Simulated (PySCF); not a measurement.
Compound: H8OSeSi3.
SMILES with atom numbers: `[OH:1][Si@H:2]([SiH3:3])[Se:4][SiH3:5]` (hydrogens: H6 on O1; H7 on Si2; H8, H9, H10 on Si3; H11, H12, H13 on Si5)

Method: PBE0-D3(BJ)/def2-SVP geometry optimisation, gas phase in PySCF 2.14.0.

Task: List the bond lengths, angles and torsions at this level.

Result: 
```
                     bond  length (pm)   order
                   O1–Si2        166.5  single
                  Si2–Si3        233.5  single
                  Si2–Se4        230.0  single
                  Se4–Si5        228.5  single
                    O1–H6         96.4  single
                   Si2–H7        150.1  single
  Si3–H8, Si3–H9, Si3–H10        149.5  single
Si5–H11, Si5–H12, Si5–H13        149.2  single
```

Bonds in one row agree within 1 pm and their mean is given. Orders are formal, as drawn. A selection of angles:
```
      angle  degrees
  Si2–O1–H6    116.2
 O1–Si2–Si3    106.6
 O1–Si2–Se4    110.6
  O1–Si2–H7    112.1
Si3–Si2–Se4    109.5
 Si3–Si2–H7    112.7
 Se4–Si2–H7    105.4
 Si2–Si3–H8    108.6
 Si2–Si3–H9    111.4
  H8–Si3–H9    109.1
Si2–Se4–Si5     94.5
Se4–Si5–H11    106.1
Se4–Si5–H12    111.0
H11–Si5–H12    110.1
```

Torsions: O1–Si2–Se4–Si5 -129° (anticlinal); H6–O1–Si2–Si3 172° (antiperiplanar).

Si5 (SiH3 silicon) is tetrahedral (angles from 106.1° to 111.1°). Si2 (oxygen-bound silicon) is distorted tetrahedral (angles from 105.4° to 112.7°). Si3 (SiH3 silicon) is tetrahedral (angles from 108.6° to 111.4°).

Point group: C1 (no symmetry element, even within 0.4 Å). No PBE0-D3(BJ)/def2-SVP frequencies stand behind this structure, so it isn't proved a minimum. One conformer, not necessarily the lowest (H–O1–Si2–Si3 172°, O1–Si2–Se4–Si5 -129°).

Run on one thread, Arm Neoverse V1 (aarch64), no GPU, shared host with 32 logical CPUs at a one-minute load of 28. That covers the optimisation of the geometry.
